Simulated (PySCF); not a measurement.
H₂Al₂Br₄, singlet (PBE0/def2-SVP optimised geometry):

```
8

Al    -1.288     0.000     0.000
Al     1.287     0.000     0.000
H      0.000     0.000    -1.165
Br    -2.320    -1.985     0.000
Br    -2.321     1.985     0.000
H      0.000     0.000     1.165
Br     2.320    -1.985     0.000
Br     2.321     1.985     0.000
```

Method: PBE0/def2-TZVP in PySCF 2.14.0.

Task: What are the frontier orbital energies and the dipole moment?

Result: HOMO-2 -9.02 eV, HOMO-1 -8.89 eV, HOMO -8.76 eV, LUMO -1.93 eV, LUMO+1 -1.10 eV; dipole moment 0.00 D.

On the same geometry PBE/def2-TZVP (PySCF) gives HOMO-2 -7.72 eV, HOMO-1 -7.61 eV, HOMO -7.48 eV, LUMO -2.73 eV, LUMO+1 -1.83 eV; dipole moment 0.00 D.

Meta-Löwdin charges at PBE0/def2-TZVP: Al1 0.66, Al2 0.66, H3 -0.13, Br4 -0.26, Br5 -0.26, H6 -0.13, Br7 -0.26, Br8 -0.26.
